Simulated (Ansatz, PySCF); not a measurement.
Pair of molecules: CH5N (SMILES CN) (first 7 atoms) with CH4S (SMILES CS); geometry from B3LYP-D3(BJ)/def2-TZVP, rigid monomers moved along the line of their centres of mass till N2···H13 is 1.95 Å.
(charge 0, multiplicity 1):
```xyz
13

C      0.4179     0.3904     0.4630
N     -0.3624    -0.8173     0.7383
H      1.4249     0.2622     0.8616
H     -0.0348     1.2331     0.9871
H      0.5030     0.6492    -0.5993
H      0.0695    -1.6356     0.3269
H     -1.2953    -0.7431     0.3505
C      1.1730     0.0824     4.0673
S     -0.6344    -0.0999     3.9135
H      1.5611     0.8006     3.3470
H      1.3700     0.4536     5.0716
H      1.6758    -0.8751     3.9442
H     -0.6278    -0.5946     2.6522
```

Interaction energies are E(AB) − E(A) − E(B) at the monomers' geometry in the complex; basis-set methods are counterpoise corrected.

Correlated levels freeze the cores.

Programs: Ansatz (Gaussian basis) for Hartree–Fock, density functionals and correlated methods; PySCF for the dispersion terms. Each number belongs to the level named beside it.

PBE/def2-TZVPPD gives -10.8 kJ/mol for the interaction energy.

Question: Predict the shift from PBE, with its sign, for: PBE-D3(BJ)/def2-TZVPPD, r2SCAN/def2-TZVPPD, PBE0/def2-TZVPPD, wB97M-V/def2-TZVPPD, MP2/aug-cc-pV(D+d)Z, CCSD(T)/aug-cc-pV(D+d)Z.

Answer: PBE-D3(BJ)/def2-TZVPPD -7.9; r2SCAN/def2-TZVPPD -2.1; PBE0/def2-TZVPPD 1.4; wB97M-V/def2-TZVPPD -0.4; MP2/aug-cc-pV(D+d)Z -0.1; CCSD(T)/aug-cc-pV(D+d)Z 3.3 kJ/mol. 2 of 6 lie above PBE; the widest gap is to PBE-D3(BJ)/def2-TZVPPD.

Ansatz is a first-principles code.
